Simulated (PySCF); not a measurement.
# Polarisability and C₆ of Mo(3+) (molybdenum, charge +3)

[Kr] 4d3, high-spin 4F determinant. Calculation: PySCF 2.14, in aug-cc-pVTZ-PP with one added diffuse shell each of s, p, d, f, g type with ECP28MDF (7s7p6d4f3g, 113 functions); a scalar-relativistic core potential. Coupled (time-dependent) response in atomic units; α is the mean over directions.

```json
{"method": "M06-L", "mean α (bohr³)": "5.768", "C₆ (like pair)": "26.04", "S(−4)": "9.187"}
{"method": "revPBE", "mean α (bohr³)": "5.922", "C₆ (like pair)": "26.30", "S(−4)": "10.73"}
```

S(−4) is the Cauchy moment in α(ω) = α(0) + S(−4) ω² + …

Spin-orbit coupling is absent.

α(iu) at M06-L:

```csv
u (hartree),α(iu) (bohr³)
0,5.768
0.0500,5.745
0.100,5.679
0.200,5.439
0.300,5.111
0.500,4.394
0.750,3.602
1.00,2.970
1.50,2.070
2.00,1.490
3.00,0.8472
5.00,0.3627
```

For an ion, C₆ is the dispersion term alone; charge-induced terms of lower order in 1/R come first.

Energies and moments cover only the electrons outside the core potential.
